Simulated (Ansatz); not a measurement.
Consider the formal exchange of groups at a C–Mg bond: `[CH3][Mg][N](C)C` + `[SiH3][SiH2][SeH]` → `C[SiH2][SiH2][SeH]` + `C[N](C)[MgH]`.

Computed with Ansatz on PBE0-D4/def2-TZVP structures; ΔE is electronic, products minus reactants. CBS: MP2 limit from def2 TZ/QZ plus the TZ coupled-cluster correction, frozen cores. DFT in def2-TZVPP. B3LYP here is the variant with VWN-RPA as its local correlation; programs differ in this. For Mg, Se outer-core shells are correlated without core-valence functions, which leaves a few kJ/mol of doubt a bond. Scalar relativity is left out up to krypton. Each species was taken in one conformer, which may not be the lowest.

`[CH3][Mg][N](C)C`:

```xyz
14

C    -2.141   -2.078    1.133
Mg   -0.747   -0.725    0.394
N     0.530    0.514   -0.281
C     1.823    0.159   -0.798
C     0.336    1.937   -0.345
H    -2.806   -2.447    0.347
H    -2.771   -1.627    1.906
H    -1.657   -2.951    1.583
H     2.648    0.630   -0.234
H     1.991   -0.924   -0.758
H     1.955    0.464   -1.852
H     1.089    2.493    0.240
H    -0.647    2.229    0.045
H     0.397    2.326   -1.377
```

`[SiH3][SiH2][SeH]`:

Z-matrix (Å, degrees):
```
Si
Si 1 2.336
H 1 1.486 2 109.6
H 1 1.489 2 111.4 3 121.1
H 1 1.488 2 108.8 3 -119.1
Se 2 2.288 1 109.8 3 61.7
H 2 1.486 1 111.6 3 -53.2
H 2 1.488 1 111.3 3 -174.6
H 6 1.469 2 93.2 1 53.8
```

`C[SiH2][SiH2][SeH]`:

Cartesian coordinates in Å:
```
C -0.186 -1.846 0.062
Si 0.691 -0.331 0.726
Si -0.504 1.602 0.179
Se -0.737 1.711 -2.099
H -1.161 -1.967 0.539
H 0.400 -2.748 0.247
H -0.345 -1.750 -1.015
H 2.045 -0.197 0.114
H 0.871 -0.421 2.204
H -1.908 1.550 0.667
H 0.129 2.840 0.711
H 0.705 1.556 -2.336
```

`C[N](C)[MgH]`:

Cartesian coordinates in Å:
```
C -1.120 -0.346 -0.614
N 0.020 0.217 0.060
C 1.014 -0.794 0.300
Mg 0.189 2.041 0.561
H -1.600 -1.150 -0.029
H -0.855 -0.788 -1.591
H -1.890 0.410 -0.806
H 1.378 -1.257 -0.633
H 1.891 -0.384 0.815
H 0.632 -1.619 0.928
H 0.341 3.670 1.010
```

| level | ΔE (kcal/mol) | difference from CCSD(T)/CBS |
| --- | --- | --- |
| r2SCAN-D4 | -3.4 | -1.8 |
| ωB97X-V | -4.1 | -2.5 |
| B2PLYP | -2.1 | -0.5 |
| PBE | -2.2 | -0.6 |
| B3LYP | -1.7 | -0.1 |
| MP2/def2-TZVPP | -2.5 | -0.9 |
| CCSD(T)/def2-TZVPP | -2.7 | -1.1 |
| HF/def2-QZVPP | -4.0 | -2.4 |
| SCS-MP2/def2-QZVPP | -2.0 | -0.4 |
| CCSD/CBS(def2) | -1.7 | -0.1 |
| CCSD(T)/CBS | -1.6 | 0 |

Largest T1 diagnostic among the species: 0.011.

In def2-TZVPP, CCSD(T) changes the Hartree–Fock value by +1.3 kcal/mol (the triples alone add +0.1 kcal/mol) and MP2 by +1.5 kcal/mol. The D4 term adds −1.9 kcal/mol with B3LYP and −1.0 kcal/mol with PBE0; it sums over pairs of atoms, weighted by their polarisabilities, and B3LYP, whose exchange is more repulsive, gets the larger term.
